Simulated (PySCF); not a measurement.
# Electronic structure of Nb²⁺ (niobium, charge +2) at the UHF level

Configuration: [Kr] 4d3, high-spin 4F determinant. Computed with PySCF 2.14 in aug-cc-pVDZ-PP with ECP28MDF, with a scalar-relativistic core potential.

```json
{
  "Total energy": "-55.445827 hartree",
  "One-electron energy": "-88.0960 hartree",
  "Hartree (Coulomb) energy": "38.6282 hartree",
  "Exchange energy": "-5.9780 hartree",
  "⟨S²⟩": "3.7534",
  "⟨L²⟩": "12.040",
  "Sum of ⟨r⟩": "15.80 bohr",
  "Sum of ⟨r²⟩": "26.66 bohr²",
  "Time after the integrals": "0.21 s of wall time on 1 thread of Intel(R) Xeon(R) Platinum 8375C CPU @ 2.90GHz (shared host)"
}
```

| shell | electrons | mean orbital energy (eV) | rms radius, mean of both spins (bohr) |
| --- | --- | --- | --- |
| 4s α | 1 | -92.013 | 1.25 |
| 4s β | 1 | -88.012 | 1.25 |
| 4p α | 3 | -63.386 | 1.39 |
| 4p β | 3 | -58.039 | 1.39 |
| 4d α | 3 | -25.333 | 1.99 |

Energies and moments cover only the electrons outside the core potential.
